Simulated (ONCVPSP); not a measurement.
Before and after: ONCV potential for phosphorus

ONCVPSP 4.0.1 input, shortened (lines: element, Z, core and valence counts, functional; n l f; lmax; l rc ep ncon nbas qcut; lloc lpopt rc5 dvloc0; l nproj debl; icmod fcfact rcfact), LDA (Perdew-Wang 92), fully relativistic:

```
  P 15.00    1    4  -001012      upf
    1    0    2.00
    2    0    2.00
    2    1    6.00
    3    0    2.00
    3    1    2.75
    2
    0    0.95    0.00    3    6   14.70
    1    0.90    0.00    4    8   16.40
    2    0.95    0.14    3    7    9.20
    4    5    0.75    0.00
    0    2    1.90
    1    2    3.10
    2    2    3.40
    0    0.00    0.00
```

Open shells are filled in proportion to 2j + 1.

Change: s: qcut 13; p: qcut 14.5; d: qcut 8.1.

Cutoffs: the cutoffs (Ha) at which the residual kinetic energy of the hardest occupied pseudo-wave falls to 1 and 0.1 mHa per electron; they do not see the model core or the augmentation charge, which bear on the density cutoff. Errors are all-electron minus pseudo energies relative to the spin-unpolarised reference configuration.

Question: What does the change do?

Answer: The potential gets softer (105 Ha and 117 Ha → 91 Ha and 103 Ha); of the 4 tests that both files solve, the error grows in 0 and shrinks in 1 by more than 15 % and 0.3 meV (median size 0.8 → 0.5 meV); neither file shows a bound ghost.

```csv
quantity,base,changed
"cutoff, loose",105 Ha,91 Ha
"cutoff, tight",117 Ha,103 Ha
loose cutoff by channel,"s 36 Ha, p 105 Ha","s 37 Ha, p 91 Ha"
bound ghosts,none,none
GHOST(+) flags under 300 eV,none,none
"error for 2s2 2p6 3s2 3p3, meV [ΔE -1.65 eV]",-0.1,-0.1
"error for 2s2 2p6 3s2 3p2, meV [ΔE 8.17 eV]",+0.8,+0.8
"error for 2s2 2p6 3s2 3p1, meV [ΔE 27.41 eV]",+4.1,+4.3
"error for 2s2 2p6 3s0 3p5, meV [ΔE 15.49 eV]",+0.9,+0.1
s: phases at 0.96 bohr within 0.05 rad from the reference energy up to (Ha; the scan ends near 5),to the end of the scan,to the end of the scan
p3/2: phases at 0.91 bohr within 0.05 rad from the reference energy up to (Ha; the scan ends near 5),to the end of the scan,to the end of the scan
p1/2: phases at 0.91 bohr within 0.05 rad from the reference energy up to (Ha; the scan ends near 5),to the end of the scan,to the end of the scan
d5/2: phases at 0.96 bohr within 0.05 rad from the reference energy up to (Ha; the scan ends near 5),to the end of the scan,to the end of the scan
d3/2: phases at 0.96 bohr within 0.05 rad from the reference energy up to (Ha; the scan ends near 5),to the end of the scan,to the end of the scan
```
